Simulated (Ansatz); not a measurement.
Total energies of (KNH2)2 ring (K₂N₂H₄) from Ansatz at PBE0-D4/def2-TZVP, gas phase (1 Eh = 27.2114 eV = 2625.5 kJ/mol). The reference geometry is relaxed at r2SCAN-D4/def2-SVP.

Cartesian coordinates in Å:
```
K 1.241 1.274 0.216
N 1.391 -1.272 -0.493
K -1.243 -1.271 -0.228
N -1.392 1.272 0.492
H 1.789 -1.499 -1.416
H 1.938 -1.910 0.105
H -1.944 1.915 -0.095
H -1.781 1.491 1.421
```

```
                state   geometry  energy (Eh)
     charge 0 singlet  reference  -1311.37166
     charge 1 doublet  reference  -1311.15496
free K atom (doublet)          –   -599.73886
free N atom (quartet)          –    -54.54382
free H atom (doublet)          –     -0.50104
```

(1) Work out the vertical ionisation energy to the doublet.

(2) What is the binding energy per atom against free atoms?

(1) E(charge 1 doublet) − E(charge 0 singlet) = -1311.15496 − (-1311.37166) = 0.21670 Eh = 5.90 eV. For comparison, −ε of the highest occupied level is 4.13 eV at this level, 1.77 eV less.

(2) Atoms: 2 × (-599.73886) + 2 × (-54.54382) + 4 × (-0.50104) = -1310.56952 Eh. Binding: -1310.56952 − (-1311.37166) = 0.80214 Eh = 21.83 eV, or 2.73 eV for each of 8 atoms (no zero-point energy, no counterpoise term).
